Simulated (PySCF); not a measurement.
How methods differ on the electron affinity of Rb

Rb⁻ [Kr] 5s2 (1S) → Rb [Kr] 5s1 (2S), as a difference of total energies. Computed with PySCF 2.14 in dyall-av2z (22s16p9d, 115 functions), with no relativity, point nucleus. Correlated levels: valence: [Kr] frozen; virtual orbitals above 40 to 60 times the deepest correlated orbital energy dropped. The calculations carry no spin-orbit coupling.

| method | electron affinity (eV) | difference from reference (eV) |
| --- | --- | --- |
| UHF | -0.073 | -0.559 |
| LDA | 0.573 | +0.087 |
| PBE | 0.507 | +0.021 |
| PBE0 | 0.470 | -0.016 |
| r2SCAN | 0.401 | -0.085 |
| PBEsol | 0.480 | -0.006 |
| LC-wPBE | 0.393 | -0.093 |
| B2PLYP | 0.376 | -0.110 |
| MP2 (valence) | 0.210 | -0.276 |
| SCS-MP2 (valence) | 0.266 | -0.220 |

Reference: 0.486 eV (measured; photodetachment measurements, as compiled on the Wikipedia data page of electron affinities).

These non-relativistic numbers lack the scalar-relativistic shift.

Errors of the correlated levels include the incompleteness of this basis and the frozen core.

A negative affinity means that the anion lies above the atom at that level of theory.

In the anion the highest occupied orbital energy is positive at LDA, PBE, PBE0, r2SCAN, PBEsol, B2PLYP, a self-interaction effect; the basis confines that electron, and the energy difference can still be sensible.
